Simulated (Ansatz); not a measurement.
Species: sum formula H$_{3}$SiO$_{2}$, charge 0, multiplicity 2. It need not be the lowest isomer of its formula. 
Structure (B3LYP-D3(BJ)/def2-TZVP (Ansatz, a program for electronic structure) minimum search):
```
Si
O 1 1.6506
H 2 0.9635 1 119.46
O 1 1.6548 2 112.78 3 -55.45
H 4 0.9614 1 118.32 2 -59.72
H 1 1.4914 2 111.35 3 59.95
```
Charge 0, spin multiplicity 2.

Basis-set convergence of Hartree-Fock and CCSD(T) correlation energies (hartree) with Ansatz. Cores are frozen in the correlated levels unless marked. UHF or UKS for open shells. Spin-orbit coupling is left out. Non-relativistic.

```tsv
basis	functions	E(HF)	E(corr, CCSD(T))
cc-pV(D+d)Z	66	-440.45911	-0.48783
cc-pV(T+d)Z	141	-440.53998	-0.62136
cc-pV(Q+d)Z	264	-440.55779	-0.66670
cc-pV(5+d)Z	447	-440.56181	-0.68267
```

Extrapolating the two largest sets (X = 4 and 5) as X^-3: E(corr) = (125·(-0.68267) - 64·(-0.66670))/61 = -0.6994 Eh, an estimate of the basis-set limit. The largest set recovers 97.6 % of it, the smallest 69.7 %.
